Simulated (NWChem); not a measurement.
OsO₄; SMILES [O]=[Os](=[O])(=[O])=[O]

Results from NWChem. Geometry: optimised at PBE-D3(BJ)/def2-SVP. def2 effective core potentials on Os; no spin-orbit coupling.

**Question.** Estimate the computed values for Hartree-Fock/def2-SVPD. Quantities: highest occupied level (eV); orbital gap (eV).

**Answer.** The highest occupied level (eV) is -14.69 and the orbital gap (eV) is 12.59.
